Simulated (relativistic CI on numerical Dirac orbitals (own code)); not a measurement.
Method of calculation: Dirac-Coulomb-Breit CI, separate exchange-only KLI orbitals for each configuration, model QED, unscaled Slater integrals (own radial code, finite nucleus).

The strongest absorption lines from the ground level of an ion, among the configurations computed and to levels below about 502 eV (vacuum wavelength in nm, gf): 4.9266 (0.17), 5.2693 (4.2), 5.2897 (2.9), 5.3028 (1.9), 5.3282 (0.75), 7.0672 (0.65), 7.1119 (2), 7.2364 (1.1).

Task: Which ion is it?
A. Lu³⁸⁺
B. Er³³⁺
C. W³⁹⁺
D. Lu³⁶⁺

Result: D. Lu³⁶⁺ has 35 electrons and the ground level 4s2.4p5 2P°_3/2; the strongest line goes to 4s2.4p4.4d 2D_5/2. The pattern of lines fixes the number of electrons, and along that sequence the line energies rise steadily with the charge (about as its square where n changes within one kind of shell, about linearly where n is kept but much faster in heavy ions where fine structure, which grows about as Z⁴, sets the gap, and irregularly where shells cross), which fixes Z. Configurations outside the model, such as inner-shell arrays, can give stronger lines. At this charge energies of transitions that change n are usually good to better than 1 %, and those within a shell (Δn = 0) to a few per cent.

LS names give the leading component of a level, which can be under half, so a name can repeat, a term be missing and a line seem to break the LS rules.
